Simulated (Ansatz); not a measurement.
Problem. Name a neutral molecule of C, Cl, N, O, Si and H with HOMO–LUMO gap (B3LYP/def2-TZVPP) between 7.05 and 7.35 eV and LUMO energy (PBE0/def2-TZVPP) between 0.20 and 0.50 eV (Ansatz, PBE0-D4/def2-TZVP geometry).

Solution. `N[Si]1(Cl)CO1` (7.17 eV, 0.36 eV); `N[Si]1(Cl)C=C1O` (7.26 eV, 0.42 eV). Other molecules can fit too; these were computed, each in one conformer that needn't be the lowest.

B3LYP here is the variant with VWN-RPA as its local correlation; programs differ in this.
